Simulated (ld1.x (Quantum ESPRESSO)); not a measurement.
**u(r) = r·R(r): atom against pseudo-atom (Pm)**

Columns: radius, all-electron u(r) and pseudo u(r) of the 5s shell (level -69.51 eV) of promethium in the configuration [Kr] 4d10 4f4 5s2 5p6 5d0 6s0 6p0; LDA (PZ), scalar-relativistic, TM semilocal scheme, ld1.x (Quantum ESPRESSO) 7.5.

```tsv
r (bohr)	all-electron	pseudo
0.135	0.1687	0.0428
0.270	0.1305	0.0943
0.405	-0.4677	0.1645
0.540	-0.4751	0.2648
0.675	-0.0856	0.4041
0.810	0.3638	0.5794
0.945	0.7094	0.7657
1.080	0.9148	0.9177
1.215	0.9981	0.9957
1.350	0.9935	0.9932
1.485	0.9330	0.9330
1.620	0.8421	0.8421
1.755	0.7384	0.7384
1.890	0.6337	0.6337
2.025	0.5346	0.5346
2.160	0.4450	0.4450
2.295	0.3663	0.3663
2.430	0.2987	0.2987
2.565	0.2417	0.2417
2.700	0.1943	0.1943
2.835	0.1552	0.1552
2.970	0.1233	0.1233
3.105	0.0976	0.0976
3.240	0.0769	0.0769
3.375	0.0604	0.0604
3.510	0.0472	0.0472
```

(1) How many radial nodes do the two functions have?

(2) At about which radius was the pseudo-wave matched?

(3) Is the pseudo-wave norm-conserving?

## Answers

(1) The all-electron 5s function has n − l − 1 = 4 (the table is too coarse to show those close to the nucleus); the pseudo-wave has 0, since the states of the same l below it are removed with the core.

(2) 1.50 bohr. The columns agree to 0.0005 from 1.35 bohr on; several derivatives are matched, so the curves merge somewhat inside the radius.

(3) Yes: the TM semilocal scheme keeps the norm inside the radius equal to the all-electron one, which fixes the energy derivative of the logarithmic derivative at the level.
